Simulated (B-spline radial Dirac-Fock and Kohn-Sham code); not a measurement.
# The N4-O23O23 Auger spectrum of Pt⁷⁺

System: Pt⁷⁺, configuration [Xe] 4f14 5d3.

Calculated with a radial B-spline solver, using relaxed Dirac-Fock hole states (ΔSCF) with Breit and QED corrections and a finite nucleus. The two-hole levels come from diagonalising the Coulomb interaction among the jj configurations; intensities are independent-particle Coulomb rates. Kinetic energies are from the vacuum level. No correlation. Open outer shells are spectators and are not coupled to the holes.

```
kinetic energy (eV)  J  leading jj holes (weight)  leading LS term (weight)  intensity (%)
              72.79  0                O2O2 (0.99)                ³P0 (0.56)           11.7
              90.80  2                O2O3 (0.99)                ¹D2 (0.74)           66.9
              92.97  1                O2O3 (1.00)                ³P1 (1.00)            1.5
              105.4  0                O3O3 (0.99)                ¹S0 (0.56)            0.0
              109.2  2                O3O3 (0.99)                ³P2 (0.74)           19.9
```

The strongest line, by its leading LS label ¹D2, lies at 90.80 eV. The mean weight of the leading component is 0.99 in jj and 0.72 in LS coupling, so jj labels describe these levels better.

Run: 52 s of CPU time on 1 thread of Neoverse-V1 (shared host), peak memory 0.55 GiB.
